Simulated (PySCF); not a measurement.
CH7BClNSi.
SMILES: `NBC[SiH2]Cl`

Jobs on this species (12 atoms, 56 electrons) with PySCF (density fitting). Hardware of each: an Arm Neoverse N1 with one thread (shared host). Times come from a shared host and carry two figures at best. Peak memory is the resident size of the whole Python process, interpreter and libraries included.

Question: Rank these jobs by wall time, shortest first.
A. PBE0/def2-TZVP; 10 singlets by full TDDFT, 4 Tamm–Dancoff triplets, polarisability; 209 basis functions
B. PBE0-D3(BJ)/def2-SVP, grid level 1; geometry optimisation from a GFN2-xTB start shaken at random; 113 basis functions
C. PBE0/6-31+G*; 10 singlets by full TDDFT, 4 Tamm–Dancoff triplets, polarisability; 112 basis functions

Answer: C (20 s), A (48 s), B (93 s).

All jobs:

| level and settings | work | basis functions | SCF cycles | wall time | peak memory |
| --- | --- | --- | --- | --- | --- |
| PBE0/6-31+G* | 10 singlets by full TDDFT, 4 Tamm–Dancoff triplets, polarisability | 112 | 12 | 20 s | 0.60 GiB |
| PBE0/aug-cc-pVDZ | 10 singlets by full TDDFT, 4 Tamm–Dancoff triplets, polarisability | 186 | 12 | 43 s | 0.81 GiB |
| PBE0/def2-TZVP | 10 singlets by full TDDFT, 4 Tamm–Dancoff triplets, polarisability | 209 | 12 | 48 s | 0.89 GiB |
| PBE0/def2-TZVPD | 10 singlets by full TDDFT, 4 Tamm–Dancoff triplets, polarisability | 263 | 12 | 70 s | 1.0 GiB |
| PBE0-D3(BJ)/def2-SVP, grid level 1 | geometry optimisation from a GFN2-xTB start shaken at random | 113 | 76 | 93 s | 0.47 GiB |

Question: What do all jobs in the table cost together?

Answer: About 4.6 min; the longest takes about 34 % of that, and about 4.7 times as long as the shortest.
